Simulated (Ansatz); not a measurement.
Total energies of `C[N]=[W](=[O])([F])[O]C`.

```xyz
13

C     1.4086    1.8658   -0.1011
N     0.5044    0.8745   -0.5647
W    -1.0722    0.2047   -0.8924
O    -2.2436    1.3152   -0.3330
F    -1.2338   -0.0585   -2.7440
O    -1.2201   -1.3886    0.0662
C    -0.4321   -2.1462    0.9511
H     2.0357    2.2200   -0.9252
H     2.0712    1.4469    0.6628
H     0.8794    2.7228    0.3299
H    -0.4858   -3.1970    0.6575
H     0.6106   -1.8179    0.9264
H    -0.8222   -2.0416    1.9666
```

The species carries charge 0 and has multiplicity 1. Correlated methods include outer-core shells of W, which these sets cover unevenly. W takes the def2 core potential. The structure was optimised at the PBE0-D4/def2-TZVP level. It is one conformer, not always the lowest. Basis def2-TZVPP, the Gaussian-basis code of Ansatz.

RPA on PBE orbitals: Hartree–Fock energy of these orbitals -449.41858 Eh, correlation -2.65377 Eh (frozen core).

| functional | energy without D4 (Eh) | D4 term (kJ/mol) |
| --- | --- | --- |
| HSE06 (plane-wave form) | -451.86266 | -23.4 |
| LC-ωPBE | -452.08835 | – |

Problem. Give the same for LDA (SPW92), PBE, revPBE, BLYP, r2SCAN, B97M-V, PBE0, B3LYP, r2SCANh, r2SCAN0, BHLYP, CAM-B3LYP, ωB97X-V, ωB97M-V, B2PLYP, PBE-QIDH. (Estimate.)

Solution. The calculation gave: 
```tsv
functional	energy without D4 (Eh)	D4 term (kJ/mol)
LDA (SPW92)	-449.33620	–
PBE	-451.94913	-29.0
revPBE	-452.27702	-81.6
BLYP	-452.23777	-61.9
r2SCAN	-452.16994	-7.5
B97M-V	-452.22619	–
PBE0	-451.88087	-24.9
B3LYP	-452.34136	-46.5
r2SCANh	-452.11407	-8.0
r2SCAN0	-452.03291	-8.9
BHLYP	-451.95886	-37.7
CAM-B3LYP	-452.11936	-25.5
ωB97X-V	-452.14162	–
ωB97M-V	-452.08060	–
B2PLYP	-451.94462	–
PBE-QIDH	-451.73355	–
```

B3LYP takes the VWN-RPA correlation (the form of Gaussian; ORCA's B3LYP/G). HSE06 is the plane-wave form, built on full-range PBE exchange. The double hybrids freeze the cores in their second-order part.

LC-ωPBE has ω = 0.4 bohr⁻¹.
